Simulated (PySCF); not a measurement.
# Broadened absorption spectrum of C5H11As

Species: C₅H₁₁As.
SMILES: `C=C[C@@H](C)[AsH]C`

Method: TDDFT PBE0/def2-SVPD, vertical, gas phase, core orbitals frozen in the response (PySCF). One conformer (not necessarily the lowest) at the PBE0-D3(BJ)/def2-SVP geometry, without solvent, vibrations or thermal averaging. The PBE0/def2-SVPD calculation is non-relativistic and has no spin–orbit coupling, an omission that weighs most on arsenic.

Broadening: Gaussians 0.4 eV wide at half height, area fixed by f = 4.319×10⁻⁹ ∫ε dν̃. The width is an assumption, not a result. The curve ends short of the highest state used, and states not computed would add to its high-energy end.

```json
{"E (eV)": "5.20", "ε (L mol⁻¹ cm⁻¹)": "36"}
{"E (eV)": "5.26", "ε (L mol⁻¹ cm⁻¹)": "118"}
{"E (eV)": "5.32", "ε (L mol⁻¹ cm⁻¹)": "341"}
{"E (eV)": "5.38", "ε (L mol⁻¹ cm⁻¹)": "873"}
{"E (eV)": "5.44", "ε (L mol⁻¹ cm⁻¹)": "1971"}
{"E (eV)": "5.50", "ε (L mol⁻¹ cm⁻¹)": "3935"}
{"E (eV)": "5.56", "ε (L mol⁻¹ cm⁻¹)": "6943"}
{"E (eV)": "5.62", "ε (L mol⁻¹ cm⁻¹)": "10840"}
{"E (eV)": "5.68", "ε (L mol⁻¹ cm⁻¹)": "14996"}
{"E (eV)": "5.74", "ε (L mol⁻¹ cm⁻¹)": "18425"}
{"E (eV)": "5.80", "ε (L mol⁻¹ cm⁻¹)": "20190"}
{"E (eV)": "5.86", "ε (L mol⁻¹ cm⁻¹)": "19874"}
{"E (eV)": "5.92", "ε (L mol⁻¹ cm⁻¹)": "17798"}
{"E (eV)": "5.98", "ε (L mol⁻¹ cm⁻¹)": "14814"}
{"E (eV)": "6.04", "ε (L mol⁻¹ cm⁻¹)": "11829"}
{"E (eV)": "6.10", "ε (L mol⁻¹ cm⁻¹)": "9390"}
{"E (eV)": "6.16", "ε (L mol⁻¹ cm⁻¹)": "7588"}
{"E (eV)": "6.22", "ε (L mol⁻¹ cm⁻¹)": "6236"}
{"E (eV)": "6.28", "ε (L mol⁻¹ cm⁻¹)": "5161"}
{"E (eV)": "6.34", "ε (L mol⁻¹ cm⁻¹)": "4402"}
{"E (eV)": "6.40", "ε (L mol⁻¹ cm⁻¹)": "4232"}
{"E (eV)": "6.46", "ε (L mol⁻¹ cm⁻¹)": "5020"}
{"E (eV)": "6.52", "ε (L mol⁻¹ cm⁻¹)": "7010"}
{"E (eV)": "6.58", "ε (L mol⁻¹ cm⁻¹)": "10098"}
{"E (eV)": "6.64", "ε (L mol⁻¹ cm⁻¹)": "13728"}
{"E (eV)": "6.70", "ε (L mol⁻¹ cm⁻¹)": "17001"}
{"E (eV)": "6.76", "ε (L mol⁻¹ cm⁻¹)": "19013"}
{"E (eV)": "6.82", "ε (L mol⁻¹ cm⁻¹)": "19266"}
{"E (eV)": "6.88", "ε (L mol⁻¹ cm⁻¹)": "17885"}
{"E (eV)": "6.94", "ε (L mol⁻¹ cm⁻¹)": "15507"}
```

Question: Where are the band maxima, and which computed states make them?

Answer: 213 nm (5.82 eV), ε about 20000, made up of S1 (92%); 182 nm (6.80 eV), ε about 19000, made up of S4 (21%), S5 (54%) and S6 (19%) (ε in L mol⁻¹ cm⁻¹; maxima over ε = 5, shares over 10%). The states used: S1 5.80 eV (f 0.278); S2 6.00 eV (f 0.036); S3 6.21 eV (f 0.062); S4 6.73 eV (f 0.065); S5 6.77 eV (f 0.158); S6 6.87 eV (f 0.059); S7 7.02 eV (f 0.027); S8 7.15 eV (f 0.047); S9 7.27 eV (f 0.027); S10 7.54 eV (f 0.014).

Question: What would ε be at 5.82 eV, the highest of these maxima, with half the width (0.2 eV)?

Answer: About 37100 L mol⁻¹ cm⁻¹ against 20300, a factor of about 1.8; a lone state at its own centre would give exactly 2.

Question: Coming from long wavelengths, where does ε first pass 100 L mol⁻¹ cm⁻¹?

Answer: At about 236 nm (5.25 eV), 0.55 eV below S1.

Question: On this curve, what absorbance would a 10⁻³ mol/L sample give at 193 nm over a 1 cm path?

Answer: 193 nm is 6.424 eV, where ε is about 4400 L mol⁻¹ cm⁻¹, so A = ε c l ≈ 4.4 (Beer–Lambert, with the gas-phase spectrum and the assumed width).

The vertical ionisation energy (ΔSCF) is 8.37 eV, 0.83 eV above S10.
